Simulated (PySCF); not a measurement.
`N[Si@@H]1NCC=CO1`, C3H8N2OSi

Molfile (atoms numbered from 1):
```
C3H8N2OSi
     RDKit          3D

 15 15  0  0  0  0  0  0  0  0999 V2000
    2.6359   -0.2796   -0.0860 N   0  0  0  0  0  0  0  0  0  0  0  0
    1.0512   -0.2587    0.5727 Si  0  0  2  0  0  4  0  0  0  0  0  0
    0.0221   -0.9407   -0.6168 N   0  0  0  0  0  0  0  0  0  0  0  0
   -1.3987   -0.6699   -0.5920 C   0  0  0  0  0  0  0  0  0  0  0  0
   -1.7211    0.7021   -0.0825 C   0  0  0  0  0  0  0  0  0  0  0  0
   -0.8764    1.5118    0.5366 C   0  0  0  0  0  0  0  0  0  0  0  0
    0.4101    1.2365    0.8264 O   0  0  0  0  0  0  0  0  0  0  0  0
    2.7772    0.0846   -1.0144 H   0  0  0  0  0  0  0  0  0  0  0  0
    3.3865    0.0116    0.5148 H   0  0  0  0  0  0  0  0  0  0  0  0
    1.1184   -0.9009    1.8851 H   0  0  0  0  0  0  0  0  0  0  0  0
    0.2279   -1.8526   -0.9901 H   0  0  0  0  0  0  0  0  0  0  0  0
   -1.9438   -1.4092    0.0225 H   0  0  0  0  0  0  0  0  0  0  0  0
   -1.7881   -0.7595   -1.6160 H   0  0  0  0  0  0  0  0  0  0  0  0
   -2.7341    1.0320   -0.2499 H   0  0  0  0  0  0  0  0  0  0  0  0
   -1.1713    2.5005    0.8676 H   0  0  0  0  0  0  0  0  0  0  0  0
  1  2  1  0
  2  3  1  0
  3  4  1  0
  4  5  1  0
  5  6  2  0
  6  7  1  0
  7  2  1  0
  1  8  1  0
  1  9  1  0
  2 10  1  1
  3 11  1  0
  4 12  1  0
  4 13  1  0
  5 14  1  0
  6 15  1  0
M  END
```

Theory: PySCF 2.14.0, GIAO HF/pcSseg-1 magnetisability, rotational g tensor and spin-rotation constants, non-relativistic, gas phase. Geometry: GFN2-xTB.

Q: How diamagnetic is it, and how anisotropic?

A: Isotropic -1143 × 10⁻³⁰ J/T², or -68.9 × 10⁻⁶ cm³/mol; principal values -1194, -1141, -1095 × 10⁻³⁰ J/T², anisotropy 86 × 10⁻³⁰ J/T² (root of half the summed squared differences of the principal values). The susceptibility is in cgs units.

Q: Split it along the inertial axes a, b, c into diamagnetic and paramagnetic parts about the centre of mass, with the quadrupole moment.

A: 
| axis | χ (10⁻⁶ cm³/mol) | diamagnetic (10⁻⁶ cm³/mol) | paramagnetic (10⁻⁶ cm³/mol) | summed x² of all electrons (Å²) | quadrupole Θ (D Å) |
| --- | --- | --- | --- | --- | --- |
| a | -71.1 | -395.9 | 324.8 | 147.6 | +4.35 |
| b | -66.3 | -718.2 | 651.9 | 71.7 | +0.50 |
| c | -69.2 | -930.4 | 861.2 | 21.7 | -4.85 |

Anisotropies 2χaa − χbb − χcc = -6.8 and 2χbb − χaa − χcc = +7.8 × 10⁻⁶ cm³/mol. Θ is traceless in Buckingham's convention.

Q: And the rotational g tensor?

A: 
```tsv
axis	rotational constant (GHz)	g	nuclear part	electronic part
a	4.1450	-0.0310	0.6014	-0.6324
b	1.9834	-0.0173	0.5902	-0.6075
c	1.4572	-0.0085	0.5810	-0.5896
```
Asymmetric top; isotopes 12C, 1H, 14N, 16O, 28Si; no vibrational averaging.
